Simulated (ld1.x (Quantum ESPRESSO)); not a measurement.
## What the settings do to the TM potential of Pt

Base potential:

* Element: platinum (Pt)
* Generator: ld1.x (Quantum ESPRESSO) 7.5
* Type: norm-conserving Troullier–Martins (Kleinman–Bylander form)
* Functional: PBE
* Relativity: scalar-relativistic
* Frozen core: [Xe] 4f14
* Valence charge: 10
* Reference configuration: 5d8 6s2 6p0
* Partial waves: 6s (bound): rc 2.40 bohr; 6p (bound, empty): rc 2.30 bohr; 5d (bound): rc 1.95 bohr
* Local potential: all-electron potential smoothed inside 2.30 bohr (lloc = -2)
* Core correction: a·sin(br)/r model core inside 2.05 bohr

Cutoffs, loose and tight: the cutoffs (Ry, on a coarse ladder) from which the occupation-weighted sum of valence levels, in a spherical-Bessel basis at the reference potential, stays within 10 and 1 mRy of its value at 400 Ry. They do not see the model core or the augmentation charge, which bear on the density cutoff. Test errors are all-electron minus pseudo excitation energies from the reference, over the configurations 5d9 6s1 6p0; 5d9 6s0 6p0; 5d8 6s0 6p0; 5d9 6s0.5 6p0; 5d6 6s0 6p0; 5d10 6s0 6p0; 5d8 6s1 6p0. A dash means not determined; rows that change the core or the reference have their own tests.

A true bound ghost makes a file unfit for plane-wave use even where its test errors are small: the radial tests pick states by their node count and pass the ghost by.

```csv
change,outcome,"cutoff, loose","cutoff, tight",bound ghosts,largest test error (meV)
base,generated,40 Ry,50 Ry,none,-386
local potential the s channel,generated,40 Ry,50 Ry,none,-515
wave 6s (bound): rc 2.40 bohr becomes 6s (bound): rc 2.02 bohr,generated,40 Ry,55 Ry,none,-407
wave 6p (bound): rc 2.30 bohr becomes 6p (bound): rc 1.44 bohr,generated,40 Ry,50 Ry,p,-386
type TM semilocal; local potential the s channel,generated,40 Ry,50 Ry,none,-221
core correction a·sin(br)/r model core inside 1.08 bohr,generated,40 Ry,50 Ry,none,-456
local potential all-electron potential smoothed inside 1.28 bohr (lloc = -2),generated,40 Ry,50 Ry,"s, p",-222
wave 5d (bound): rc 1.95 bohr becomes 5d (bound): rc 2.34 bohr,generated,40 Ry,45 Ry,none,-377
"all radii but the core radius scaled by about 1.31 (s 3.14, p 3.00, d 2.54 bohr); local potential all-electron potential smoothed inside 3.00 bohr (lloc = -2)",generated,35 Ry,45 Ry,none,-969
reference 5d9 6s0.5 6p0,generated,40 Ry,50 Ry,none,-732
"type ultrasoft; waves now 6s (bound): rcut 2.10, rcutus 2.40 bohr; 6s channel at -0.15 Ry: rcut 2.10, rcutus 2.40 bohr; 6p (bound): rcut 2.00, rcutus 2.30 bohr; 6p channel at 0.5 Ry: rcut 2.00, rcutus 2.30 bohr; 5d (bound): rcut 1.70, rcutus 1.95 bohr; 5d channel at -0.25 Ry: rcut 1.70, rcutus 1.95 bohr; local potential all-electron potential smoothed inside 1.50 bohr (lloc = -1); augmentation built from norm-conserving waves at rcut, not smoothed further",generated,30 Ry,50 Ry,"s, p",-236
```
